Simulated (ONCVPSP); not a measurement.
**Debugging a pseudopotential input (krypton, ONCVPSP 4.0.1)**

Command:

```bash
oncvpsp.x < Kr.dat > Kr.out
```

Input:

```
# ATOM AND REFERENCE CONFIGURATION
# atsym  z   nc   nv     iexc    psfile
  Kr 36.00    3    5  -116133      upf
#
#   n    l    f
    1    0    2.00
    2    0    2.00
    2    1    6.00
    3    0    2.00
    3    1    6.00
    3    2   10.00
    4    0    2.00
    4    1    6.00
#
# PSEUDOPOTENTIAL AND OPTIMIZATION
# lmax
    2
#
#   l,   rc,      ep,       ncon, nbas, qcut
    0    0.85    0.00    5    8   16.90
    1    0.75    0.00    4    8   21.80
    2    0.70    0.00    4    9   22.80
#
# LOCAL POTENTIAL
# lloc, lpopt,  rc(5),   dvloc0
    4    7    0.65    3.00
#
# VANDERBILT-KLEINMAN-BYLANDER PROJECTORs
# l, nproj, debl
    0    2    0.80
    1    2    1.30
    2    1    2.20
#
# MODEL CORE CHARGE
# icmod, fcfact, rcfact
    0    0.00    0.00
#
# LOG DERIVATIVE ANALYSIS
# epsh1, epsh2, depsh
  -11.00    5.00    0.04
#
# OUTPUT GRID
# rlmax, drl
    6.00    0.01
#
# TEST CONFIGURATIONS
# ncnf
    4
# nvcnf
#   n    l    f
    5
    3    0    2.00
    3    1    6.00
    3    2   10.00
    4    0    2.00
    4    1    5.00
#
    5
    3    0    2.00
    3    1    6.00
    3    2   10.00
    4    0    2.00
    4    1    4.00
#
    5
    3    0    2.00
    3    1    6.00
    3    2   10.00
    4    0    2.00
    4    1    3.00
#
    5
    3    0    2.00
    3    1    6.00
    3    2    9.00
    4    0    2.00
    4    1    6.00
#
```

This is an input that runs to its end, with one change: lpopt set to 7.

Problem. How does the run end?

Solution. The program refuses the input: "test_data: must have 1 <= lpopt <= 5".

```
ONCVPSP  (Optimized Norm-Conservinng Vanderbilt PSeudopotential)
scalar-relativistic version 4.0.1

test_data: must have 1 <= lpopt <= 5
ERROR: test_data found   1 ERROR; stopping
```
